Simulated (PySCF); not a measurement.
Identify the unknown among the candidates.

All candidates are Si5H12.

* Dipole: 0.09 D [B97-2/pcSseg-2]
* Rotational structure: rotational constants A, B, C: 5.236, 0.428, 0.405 GHz [PBE0-D3(BJ)/def2-TZVP]
* NMR, other nuclei: isotropic shieldings of nuclei other than C and H, by class: 452 (2 Si), 460 (1 Si), 461 (2 Si) ppm [GIAO B97-2/pcSseg-2]
* 1H NMR: chemical shifts (computed TMS as zero) by class: 3.78 (6 H), 3.63 (4 H), 3.59 (2 H) ppm [GIAO B97-2/pcSseg-2]

The electronic properties come from PySCF, for the isolated species, density fitting. Levels stand in brackets. The structure is a single PBE0-D3(BJ)/def2-TZVP conformer in the gas phase; no vibrational or solvent corrections. NMR classes are plain means over equivalent atoms (diastereotopic ones count apart unless rotation or inversion swaps them), as if these changed places fast.

Task: Which candidate is it?
A. `[SiH3][SiH2][SiH]([SiH3])[SiH3]`
B. `[SiH3][SiH2][SiH2][SiH2][SiH3]`
C. `[SiH3][Si]([SiH3])([SiH3])[SiH3]`

Result: B. It is `[SiH3][SiH2][SiH2][SiH2][SiH3]`. Numbering: `[SiH3:1][SiH2:2][SiH2:3][SiH2:4][SiH3:5]`. Its formula, Si5H12, gives 0 degrees of unsaturation, so no ring and no π bond. Hydrogen classes from least to most shielded: 6 H on 2 SiH3 silicons, Si1/Si5 (3.78 ppm), 4 H on 2 SiH2 silicons, Si2/Si4 (3.63 ppm), 2 H on an SiH2 silicon, Si3 (3.59 ppm). The other shieldings belong to: 452 ppm, SiH3 silicon [Si1/Si5]; 460 ppm, SiH2 silicon [Si3]; 461 ppm, SiH2 silicon [Si2/Si4]. By its constants the optimised geometry is an asymmetric top.

The others, at the same levels:
- `[SiH3][Si]([SiH3])([SiH3])[SiH3]` fails: its computed 1H shifts are 3.88 (12 H) ppm, rotational constant A is 1.042 GHz (against 5.236 GHz) and smallest rotational constant is 1.028 GHz (against 0.405 GHz).
- `[SiH3][SiH2][SiH]([SiH3])[SiH3]` fails: its computed 1H shifts are 3.84 (6 H), 3.79 (3 H), 3.70 (2 H), 3.33 (1 H) ppm, rotational constant A is 1.845 GHz (against 5.236 GHz) and smallest rotational constant is 0.589 GHz (against 0.405 GHz).

Each candidate is one conformer, not necessarily the lowest. Dipoles, sizes and rotational constants follow the conformer. The torsions of the flexible species, by atom-mapped SMILES:
- `[SiH3:1][SiH2:2][SiH2:3][SiH2:4][SiH3:5]`: Si1–Si2–Si3–Si4 -178°, Si2–Si3–Si4–Si5 180°
- `[SiH3:1][SiH2:2][SiH:3]([SiH3:4])[SiH3:5]`: Si1–Si2–Si3–Si4 177°
